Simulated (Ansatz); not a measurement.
Total energies of BFH8Si3 (`B[SiH](F)[SiH2][SiH3]`).

```xyz
13

B    -2.209   -0.509    0.476
Si   -0.481   -0.861    1.393
F    -0.150    0.161    2.595
Si    1.191   -0.622   -0.253
Si    1.044    1.499   -1.225
H    -2.571   -1.288   -0.357
H    -2.867    0.472    0.651
H    -0.425   -2.237    1.963
H     0.958   -1.666   -1.291
H     2.536   -0.839    0.349
H    -0.329    1.672   -1.777
H     1.275    2.547   -0.197
H     2.028    1.671   -2.326
```

The species carries charge 0 and has multiplicity 1. Geometry: relaxed with PBE0-D4/def2-TZVP. It is one conformer, not always the lowest. Basis def2-TZVPP, Ansatz 0.2.0.

RPA on PBE orbitals: Hartree–Fock energy of these orbitals -995.61143 Eh, correlation -1.31715 Eh (frozen core).

| functional | energy without D4 (Eh) | D4 term (kJ/mol) |
| --- | --- | --- |
| LDA (SPW92) | -993.59903 | – |
| PBE | -997.46921 | -30.7 |
| revPBE | -997.84892 | -78.4 |
| BLYP | -998.02822 | -64.7 |
| r2SCAN | -997.93314 | -7.8 |
| B97M-V | -997.83287 | – |
| PBE0 | -997.57045 | -26.6 |
| B3LYP | -998.15267 | -49.6 |
| r2SCANh | -997.92304 | -8.5 |
| r2SCAN0 | -997.90928 | -9.4 |
| HSE06 (plane-wave form) | -997.54370 | -25.2 |
| BHLYP | -998.02858 | -42.2 |
| CAM-B3LYP | -998.04801 | -27.7 |
| LC-ωPBE | -997.72747 | – |
| ωB97X-V | -997.90241 | – |
| ωB97M-V | -997.94821 | – |
| B2PLYP | -997.62419 | – |
| PBE-QIDH | -997.29802 | – |

B3LYP takes the VWN-RPA correlation (the form of Gaussian; ORCA's B3LYP/G). HSE06 is the plane-wave form, built on full-range PBE exchange. The double hybrids freeze the cores in their second-order part.

LC-ωPBE has ω = 0.4 bohr⁻¹.
